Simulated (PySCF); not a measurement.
# Tc²⁺: ionisation energy

Tc²⁺ [Kr] 4d5 (6S) → Tc³⁺ [Kr] 4d4 (5D), as a difference of total energies. Calculation: PySCF 2.14, in aug-cc-pwCVDZ-PP with ECP28MDF; a scalar-relativistic core potential. Correlated levels: valence: 4s2 4p6 frozen; valence and next inner shell: nothing frozen outside the core potential. The calculations carry no spin-orbit coupling.

| method | ionisation energy (eV) |
| --- | --- |
| UHF | 28.827 |
| LDA | 30.066 |
| PBE | 29.881 |
| PBE0 | 29.853 |
| MN15 | 29.646 |
| B3LYP | 29.741 |
| BLYP | 29.579 |
| MP2 (valence) | 29.459 |
| SCS-MP2 (valence) | 29.038 |
| MP2 (valence and next inner shell) | 29.662 |
| SCS-MP2 (valence and next inner shell) | 29.323 |

Problem. Estimate what r2SCAN gives.

Solution. 29.883 eV, closest to PBE among the rows shown.

Problem. Estimate what CAM-B3LYP gives.

Solution. 29.678 eV, closest to MP2 (valence and next inner shell) among the rows shown.

The reference lies between the lowest fine-structure levels, while these numbers refer to the centres of the terms.

Errors of the correlated levels include the incompleteness of this basis and the frozen core.

For comparison: 29.55 eV (semi-empirical (NIST evaluation); NIST Atomic Spectra Database, ionization energies).
